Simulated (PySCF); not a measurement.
Correlation energy of Ge²⁺ (germanium, charge +2)

[Ar] 3d10 4s2, closed-shell 1S. Computed with PySCF 2.14 in x2c-QZVPPall (11s8p5d4f1g, 97 functions), with the spin-free X2C one-electron Hamiltonian (Gaussian nucleus). Frozen: [Ar] 3d10; 2 electrons correlated.

With two correlated electrons CCSD is exact within the correlated space (frozen core and kept virtual orbitals).

| level | correlation energy (mhartree) |
| --- | --- |
| CCSD | -40.32 |

Diagnostics: T1 = 0.0050, D1 = 0.0071, largest double amplitude 0.100.

Is a single reference adequate?

Mostly. T1 lies below 0.03, but a double amplitude of this size points to a near-degeneracy that CCSD handles and MP2 describes poorly.
